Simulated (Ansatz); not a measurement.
Start from `CO[Si](N)(F)F` and change one atom or group to get `CO[Si](O)(F)F`.

Ansatz, PBE0-D4/def2-TZVP geometries, multiplicity 1. Each molecule was computed in one conformer, which needn't be the lowest.

```
                                      property  `CO[Si](N)(F)F`
         HOMO–LUMO gap (B3LYP/def2-TZVPP) / eV             8.30
size of the dipole moment (PBE/def2-TZVPP) / D             1.65
zero-point energy (PBE0-D4/def2-TZVP) / kJ/mol            198.0
           HOMO energy (B3LYP/def2-TZVPP) / eV            -7.88
         LUMO energy (ωB97M-V/def2-TZVPP) / eV             2.24
       HOMO–LUMO gap (ωB97M-V/def2-TZVPP) / eV            12.82
```

(1) Give the same properties after the change, and the shifts. (Estimate.)

Results:

(1) Computed: 
```tsv
property	`CO[Si](O)(F)F`	shift
HOMO–LUMO gap (B3LYP/def2-TZVPP) / eV	9.00	0.70
size of the dipole moment (PBE/def2-TZVPP) / D	2.50	0.85
zero-point energy (PBE0-D4/def2-TZVP) / kJ/mol	166.9	-31.1
HOMO energy (B3LYP/def2-TZVPP) / eV	-8.83	-0.95
LUMO energy (ωB97M-V/def2-TZVPP) / eV	2.10	-0.14
HOMO–LUMO gap (ωB97M-V/def2-TZVPP) / eV	13.61	0.79
```

With PBE0 the HOMO falls by 0.92 eV and the LUMO falls by 0.23 eV, so the gap widens by about 0.69 eV. PBE moves the HOMO by -0.80 eV and ωB97M-V by -0.94 eV. The zero-point energy changes by -31.1 kJ/mol with -3 modes. Dipoles are sizes alone; their direction can turn.

B3LYP here is the variant with VWN-RPA as its local correlation; programs differ in this.
